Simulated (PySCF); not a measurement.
C7H16Si (SMILES CC(C)[C@]1([SiH3])C[C@H]1C), singlet, geometry from GFN2-xTB, with bond 13-3 at 2.2 times its length; HF/STO-3G (PySCF).

PySCF was given this input:
```python
from pyscf import gto, scf

mol = gto.Mole()
mol.atom = '''
    C    -1.75882659    0.29817709    1.37223484
    C    -1.44297723   -0.24691455   -0.02155156
    C    -1.90943964   -1.69858592   -0.12798793
    C     0.03782601   -0.00991648   -0.32501193
    Si    0.44789960    1.80012318   -0.70613095
    C     0.84935440   -1.05963024   -1.04734225
    C     1.05742115   -0.84057146    0.41496571
    C     2.34514054   -0.25408120    0.93501982
    H    -1.19525164   -0.24526407    2.12764692
    H    -2.81911534    0.19570935    1.59446819
    H    -1.49387144    1.35101110    1.43813963
    H    -2.02758016    0.32988404   -0.74948490
    H    -1.71458456   -2.50643052   -2.37114020
    H    -1.34297671   -2.35188779    0.53137393
    H    -2.95772462   -1.76279787    0.15773436
    H     1.57080292    1.88645552   -1.64407827
    H    -0.72633504    2.42169604   -1.32396346
    H     0.79308464    2.53671868    0.51338403
    H     0.37518379   -1.97212885   -1.37370817
    H     1.62234474   -0.72131843   -1.72306632
    H     0.66117524   -1.60790180    1.07233535
    H     3.06646003   -1.04690970    1.13306935
    H     2.78037325    0.43233223    0.21346047
    H     2.17271309    0.28760128    1.86416473
'''
mol.basis = 'sto-3g'
mol.verbose = 4
mol.build()

mf = scf.RHF(mol)
mf.kernel()
mo_i, mo_e, stable_i, stable_e = mf.stability(internal=True, external=True, return_status=True, nroots=6, tol=1e-6)
print('internally stable:', stable_i, ' externally stable:', stable_e)
if not stable_e:
    umf = mf.to_uhf() if not hasattr(mf, 'xc') else mf.to_uks()
    umf.scf_summary = {}
    umf.kernel(umf.make_rdm1(mo_e, umf.mo_occ))
mf.analyze()
```

Output, abridged:

```
PySCF version 2.14.0

[INPUT] verbose = 4
[INPUT] num. atoms = 24
[INPUT] num. electrons = 72
[INPUT] charge = 0
[INPUT] spin (= nelec alpha-beta = 2S) = 0
[INPUT] symmetry False subgroup None
[INPUT] Mole.unit = angstrom
[INPUT] Symbol           X                Y                Z      unit          X                Y                Z       unit  Magmom
[...]
nuclear repulsion = 477.339085212537
number of shells = 42
number of NR pGTOs = 180
number of NR cGTOs = 60
basis = sto-3g
ecp = {}

******** <class 'pyscf.scf.hf.RHF'> ********
method = RHF
initial guess = minao
damping factor = 0
level_shift factor = 0
DIIS = <class 'pyscf.scf.diis.CDIIS'>
diis_start_cycle = 1
diis_space = 8
diis_damp = 0
SCF conv_tol = 1e-09
SCF conv_tol_grad = None
SCF max_cycles = 50
direct_scf = True
direct_scf_tol = 1e-13
Set gradient conv threshold to 3.16228e-05
Initial guess from minao.
init E= -557.791706903493
cycle= 1 E= -556.375125307814  delta_E= 1.42  |g|= 0.341  |ddm|= 5.64
cycle= 2 E= -556.423357948912  delta_E= -0.0482  |g|= 0.197  |ddm|= 0.855
cycle= 3 E= -556.43706237341  delta_E= -0.0137  |g|= 0.0841  |ddm|= 0.423
cycle= 4 E= -556.440324676248  delta_E= -0.00326  |g|= 0.00729  |ddm|= 0.146
cycle= 5 E= -556.440346175957  delta_E= -2.15e-05  |g|= 0.00207  |ddm|= 0.0114
cycle= 6 E= -556.440348736275  delta_E= -2.56e-06  |g|= 0.00046  |ddm|= 0.00415
cycle= 7 E= -556.4403489378  delta_E= -2.02e-07  |g|= 0.000157  |ddm|= 0.00119
cycle= 8 E= -556.440348962486  delta_E= -2.47e-08  |g|= 3.88e-05  |ddm|= 0.000438
cycle= 9 E= -556.440348964439  delta_E= -1.95e-09  |g|= 8.31e-06  |ddm|= 0.000129
cycle= 10 E= -556.440348964514  delta_E= -7.53e-11  |g|= 2.27e-06  |ddm|= 2.43e-05
Extra cycle  E= -556.440348964517  delta_E= -2.73e-12  |g|= 9.33e-07  |ddm|= 4.79e-06
converged SCF energy = -556.440348964517
rhf_internal: lowest eigs of H = [1.10723993 1.2139701  1.27345443 1.34402884 1.52100145 1.64913667]
<class 'pyscf.scf.hf.RHF'> wavefunction is stable in the internal stability analysis
rhf_real2complex: lowest eigs of H = [0.1079961  0.25700331 0.28950781 0.31412176 0.32666781 0.3711242 ]
<class 'pyscf.scf.hf.RHF'> wavefunction is stable in the real -> complex stability analysis
rhf_external: lowest eigs of H = [-0.36517468  0.22514052  0.23603611  0.25041071  0.25924221  0.30180482]
<class 'pyscf.scf.hf.RHF'> wavefunction has an RHF/RKS -> UHF/UKS instability
internally stable: True  externally stable: False

******** <class 'pyscf.scf.uhf.UHF'> ********
method = UHF
[...]
Set gradient conv threshold to 3.16228e-05
init E= -556.353958110499
cycle= 1 E= -556.535536917926  delta_E= -0.182  |g|= 0.153  |ddm|= 0.763
cycle= 2 E= -556.575537924033  delta_E= -0.04  |g|= 0.0555  |ddm|= 0.322
cycle= 3 E= -556.581881500868  delta_E= -0.00634  |g|= 0.0131  |ddm|= 0.154
cycle= 4 E= -556.582179052748  delta_E= -0.000298  |g|= 0.00483  |ddm|= 0.0352
cycle= 5 E= -556.582218093745  delta_E= -3.9e-05  |g|= 0.00234  |ddm|= 0.0115
cycle= 6 E= -556.582229349927  delta_E= -1.13e-05  |g|= 0.000829  |ddm|= 0.00807
cycle= 7 E= -556.582230765672  delta_E= -1.42e-06  |g|= 0.000244  |ddm|= 0.0032
cycle= 8 E= -556.582230858758  delta_E= -9.31e-08  |g|= 0.000119  |ddm|= 0.00063
cycle= 9 E= -556.582230889777  delta_E= -3.1e-08  |g|= 5.63e-05  |ddm|= 0.000401
cycle= 10 E= -556.582230897711  delta_E= -7.93e-09  |g|= 2.24e-05  |ddm|= 0.000231
cycle= 11 E= -556.582230898955  delta_E= -1.24e-09  |g|= 1.03e-05  |ddm|= 9.3e-05
cycle= 12 E= -556.582230899231  delta_E= -2.77e-10  |g|= 4.6e-06  |ddm|= 4.27e-05
Extra cycle  E= -556.582230899264  delta_E= -3.21e-11  |g|= 3.23e-06  |ddm|= 8.78e-06
converged SCF energy = -556.582230899264  <S^2> = 0.955695  2S+1 = 2.1960829
**** SCF Summaries ****
Total Energy =                        -556.440348964517170
Nuclear Repulsion Energy =             477.339085212537213
One-electron Energy =                -1712.814805161849563
Two-electron Energy =                  679.035370984795236
Two-electron Coulomb Energy =          741.477431634192158
DFT Exchange-Correlation Energy =      -62.442060649396922
**** MO energy ****
[...]
 ** Mulliken pop on meta-lowdin orthogonal AOs  **
 ** Mulliken pop  **
 ** Mulliken atomic charges  **
charge of    0C =     -0.10257
charge of    1C =      0.00338
charge of    2C =     -0.01275
charge of    3C =     -0.14062
charge of    4Si =      0.60801
charge of    5C =     -0.09556
charge of    6C =     -0.03337
charge of    7C =     -0.10431
charge of    8H =      0.03478
charge of    9H =      0.03311
charge of   10H =      0.03459
charge of   11H =      0.02737
charge of   12H =     -0.08470
charge of   13H =      0.03218
charge of   14H =      0.03247
charge of   15H =     -0.14437
charge of   16H =     -0.14588
charge of   17H =     -0.14473
charge of   18H =      0.04349
charge of   19H =      0.03100
charge of   20H =      0.02710
charge of   21H =      0.03640
charge of   22H =      0.03159
charge of   23H =      0.03338
Dipole moment(X, Y, Z, Debye): -0.10826,  0.58574,  1.18920
```
